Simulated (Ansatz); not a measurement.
**Molecular dynamics of H20CO9**

input.yaml

```yaml
crystal:
  lattice:
    - [6.745997, 0.0, 0.0]
    - [0.0, 6.745997, 0.0]
    - [0.0, 0.0, 6.745997]
  atoms:
    - { symbol: O, position: [0.70449933, 1.07074932, -0.08273089] }
    - { symbol: H, position: [0.57010917, 1.11837363, -0.02418761] }
    - { symbol: H, position: [0.77099597, 0.95128808, -0.03190022] }
    - { symbol: O, position: [0.41962676, 0.4535781, 0.92507737] }
    - { symbol: H, position: [0.47511853, 0.54317492, 0.82169591] }
    - { symbol: H, position: [0.28021984, 0.44714046, 0.89919233] }
    - { symbol: O, position: [1.14325915, 0.21511348, 0.66774109] }
    - { symbol: H, position: [1.21470095, 0.27849088, 0.55738815] }
    - { symbol: H, position: [1.02154194, 0.26270773, 0.61505574] }
    - { symbol: O, position: [0.24519623, 0.87757549, 0.35722485] }
    - { symbol: H, position: [0.27012378, 1.01437157, 0.37658169] }
    - { symbol: H, position: [0.20820104, 0.86302687, 0.22671376] }
    - { symbol: O, position: [0.29128677, -0.1112042, 0.97423707] }
    - { symbol: H, position: [0.20837581, -0.1857589, 0.8749146] }
    - { symbol: H, position: [0.34312453, -0.20380911, 1.06811676] }
    - { symbol: O, position: [0.76004726, 0.40182557, 0.18730083] }
    - { symbol: H, position: [0.63870734, 0.37581101, 0.12600262] }
    - { symbol: H, position: [0.82988596, 0.25829681, 0.15388652] }
    - { symbol: O, position: [-0.07214781, 0.6416517, -0.01251436] }
    - { symbol: H, position: [0.03303339, 0.66392034, 0.08962847] }
    - { symbol: H, position: [-0.15265118, 0.53073055, 0.041754] }
    - { symbol: O, position: [0.78028486, 0.29510674, 0.6370972] }
    - { symbol: H, position: [0.71588429, 0.30213628, 0.50344777] }
    - { symbol: H, position: [0.67733415, 0.23938614, 0.71894159] }
    - { symbol: C, position: [0.71355611, 0.78497069, 0.61936085] }
    - { symbol: O, position: [0.57418088, 0.62007029, 0.56588942] }
    - { symbol: H, position: [0.88509776, 0.78651576, 0.59497714] }
    - { symbol: H, position: [0.45266698, 0.69630276, 0.54085905] }
    - { symbol: H, position: [0.68211351, 0.90991964, 0.54906613] }
    - { symbol: H, position: [0.70923848, 0.8065928, 0.79908655] }
basis:
  ecutwfc: 420.0
kpoints:
  mp_grid: { grid: [1, 1, 1] }
hamiltonian:
  xc: pbe
  dispersion: d3bj
scf:
  occupations: { method: fermi_dirac, width: 0.02 }
  lower_state_search: "off"
md:
  timestep: 0.5
  n_steps: 200
  ensemble: nvt_langevin
  temperature: 1500.0
  initial_velocities: maxwell_boltzmann
  seed: 692796
  friction: 0.5
  masses: [{ species: H, mass: 2.014 }]
```

Launched with:

```bash
$ ansatz run input.yaml --threads 1 --pin off --max-ram 3072MiB --backend cpu --events-out ev --progress --plain --runs-dir out
```

It goes on from the last frame of an earlier run, with new velocities.

Output, in part (step lines):

```
md step     0: t =     0.00 fs  T =  1450.0 K  F+E_penalty+E_count = -5675.07288670 eV  E_kin = 5.622810 eV  (9 SCF iters)
md step     1: t =     0.50 fs  T =  1404.5 K  F+E_penalty+E_count = -5675.15752957 eV  E_kin = 5.446562 eV  (8 SCF iters)
md step     2: t =     1.00 fs  T =  1358.0 K  F+E_penalty+E_count = -5675.15203150 eV  E_kin = 5.266221 eV  (8 SCF iters)
md step     3: t =     1.50 fs  T =  1095.6 K  F+E_penalty+E_count = -5675.09831249 eV  E_kin = 4.248459 eV  (8 SCF iters)
md step     4: t =     2.00 fs  T =  1082.3 K  F+E_penalty+E_count = -5674.96253101 eV  E_kin = 4.196872 eV  (8 SCF iters)
md step     5: t =     2.50 fs  T =  1258.7 K  F+E_penalty+E_count = -5674.80824523 eV  E_kin = 4.881094 eV  (8 SCF iters)
md step     6: t =     3.00 fs  T =  1247.1 K  F+E_penalty+E_count = -5674.74458323 eV  E_kin = 4.836197 eV  (8 SCF iters)
md step     7: t =     3.50 fs  T =  1507.8 K  F+E_penalty+E_count = -5674.75261598 eV  E_kin = 5.847039 eV  (8 SCF iters)
[... lines left out ...]
```

The steps, from the saved trajectory:

| time (fs) | T (K) | potential energy less start (eV) |
| --- | --- | --- |
| 0.0 | 1450 | 0.000 |
| 3.0 | 1247 | 0.328 |
| 6.0 | 1614 | 0.557 |
| 9.0 | 1693 | 0.852 |
| 12.0 | 1176 | 0.133 |
| 15.0 | 1576 | -0.267 |
| 18.0 | 1640 | -0.687 |
| 21.0 | 1317 | -1.268 |
| 24.0 | 1629 | -1.613 |
| 27.0 | 1361 | -0.646 |
| 30.0 | 1572 | 0.111 |
| 33.0 | 1407 | -0.233 |
| 36.0 | 1208 | 0.140 |
| 39.0 | 1799 | 0.217 |
| 42.0 | 1921 | 0.698 |
| 45.0 | 1301 | 0.784 |
| 48.0 | 1694 | -0.021 |
| 51.0 | 1612 | -0.453 |
| 54.0 | 1607 | -0.193 |
| 57.0 | 1363 | -0.465 |
| 60.0 | 1498 | -0.593 |
| 63.0 | 1749 | -0.640 |
| 66.0 | 1620 | 0.622 |
| 69.0 | 1771 | 0.652 |
| 72.0 | 1170 | 0.535 |
| 75.0 | 1441 | 0.143 |
| 78.0 | 1191 | 0.387 |
| 81.0 | 1552 | -0.115 |
| 84.0 | 1465 | 0.051 |
| 87.0 | 1419 | 0.073 |
| 90.0 | 1908 | 0.161 |
| 93.0 | 1283 | -0.682 |
| 96.0 | 1347 | -0.729 |
| 99.0 | 1851 | -0.131 |

The run went to its last step. A run of 0.1 ps of so small a system gives no equilibrium averages. The friction is so strong that the motion is overdamped, so the time scale means little. Limits of this set-up: coarse k mesh.

Mean squared displacements from the first frame to the last, about the centre of mass: O 0.06 Å², H 0.48 Å², C 0.03 Å².

Last frame:

```xyz
30
Lattice="6.7460 0.0000 0.0000 0.0000 6.7460 0.0000 0.0000 0.0000 6.7460" Properties=species:S:1:pos:R:3
O 4.546 7.126 -0.287
H 3.933 7.083 0.391
H 5.343 6.703 0.180
O 2.652 3.228 6.129
H 3.151 3.840 5.546
H 2.276 2.818 5.509
O 7.801 1.689 4.441
H 8.315 1.874 3.704
H 7.022 2.331 4.685
O 1.883 5.983 2.423
H 1.536 6.787 2.733
H 1.587 6.266 1.437
O 1.918 -0.838 6.760
H 1.585 -0.220 6.032
H 2.520 -1.489 6.289
O 5.053 2.566 1.517
H 4.531 2.470 0.662
H 5.834 2.080 1.385
O -0.386 4.229 -0.026
H 0.537 4.049 0.028
H -0.818 3.974 0.844
O 5.181 1.884 4.577
H 5.267 1.952 3.543
H 5.425 0.866 4.751
C 4.701 5.217 4.140
O 3.735 4.245 3.730
H 5.692 4.617 4.421
H 3.404 4.366 2.846
H 4.914 6.167 3.446
H 4.188 5.463 5.164
```

Run time: 3.4 min on 1 thread of Intel(R) Xeon(R) 6975P-C (Granite Rapids) (shared host), peak memory 0.5 GiB.
